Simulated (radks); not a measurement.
Spin polarisation of the 5p5 shell in Cs2+. Start: [Kr] 4d10 5s2 5p(up 2.5, down 2.5); electrons of 5p are moved from spin down to spin up, other shells keep equal spins. All-electron calculation, scalar-relativistic Kohn-Sham, SCAN, spin-polarised, spherical densities, finite nucleus; meta-GGA in the generalised Kohn-Sham scheme; Fermi nuclear charge, rms radius of each element as measured or else 0.836 A^(1/3) + 0.57 fm. Program: a radial shooting solver on a logarithmic mesh with Libxc functionals.

moment (Bohr magnetons)  E - E(0) (eV)  e(5p up) (eV)  e(5p down) (eV)  5s down minus up (eV)  4d down minus up (eV)
0                                0.000        -29.164          -29.164                  0.000                 0.000
0.25                            -0.017        -29.294          -29.030                  0.279                  0.038
0.5                             -0.067        -29.417          -28.894                  0.547                  0.077
0.75                            -0.148        -29.535          -28.755                  0.810                  0.116
1                               -0.261        -29.648          -28.612                  1.071                  0.156

At moment 1 the spin-polarisation energy is -0.261 eV and the 5p exchange splitting 1.036 eV, that is 1.036 eV per Bohr magneton; E = -I m^2/4 would give I = 1.046 eV.
